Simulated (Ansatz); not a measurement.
Geometry optimisation, RKS PBE-D4/def2-SVP (Ansatz).

Input file:

```yaml
crystal:
  periodic: [false, false, false]
  atoms:
    - { symbol: B, position_ang: [-0.05735, -0.250202, 0.119191] }
    - { symbol: O, position_ang: [-0.043281, -0.419855, 1.496342] }
    - { symbol: H, position_ang: [-0.95412, -0.506435, 1.832945] }
    - { symbol: F, position_ang: [1.102273, -0.193621, -0.523348] }
    - { symbol: F, position_ang: [-1.198901, -0.255507, -0.571633] }
    - { symbol: F, position_ang: [0.012151, 2.198157, 0.710622] }
    - { symbol: H, position_ang: [0.352827, 1.749664, 1.453981] }
basis:
  gaussian: { orbitals: def2-SVP }
hamiltonian:
  xc: pbe
  dispersion: d4
relax:
  f_tol: 0.03
  max_steps: 50
output:
  orbitals: {}
```

Launched with:

```bash
$ ansatz run input.yaml --threads 1 --pin off --max-ram 2048MiB --backend cpu --events-out ev --progress --plain --runs-dir out
```

**Question.** Where does it end, and by what steps?

**Answer.** It converged. After 7 steps the energy has fallen by 0.035 eV; H7 moved furthest, 0.22 Å.

| step | energy less start (eV) | largest force component (eV/Å) | accepted |
| --- | --- | --- | --- |
| 0 | 0.0000 | 0.650 | yes |
| 1 | -0.0242 | 0.339 | yes |
| 2 | -0.0238 | 0.425 | no |
| 3 | -0.0314 | 0.195 | yes |
| 4 | -0.0296 | 0.539 | no |
| 5 | -0.0341 | 0.060 | yes |
| 6 | -0.0353 | 0.054 | yes |
| 7 | -0.0355 | 0.026 | yes |

```xyz
7
Properties=species:S:1:pos:R:3
B -0.053 -0.249 0.097
O -0.031 -0.282 1.473
H -0.931 -0.398 1.832
F 1.096 -0.190 -0.556
F -1.198 -0.361 -0.578
F 0.076 2.250 0.819
H 0.255 1.551 1.430
```

Time of the run: 16 s on 1 thread of Arm Neoverse V2, with other jobs on the host, peak memory 0.14 GiB.
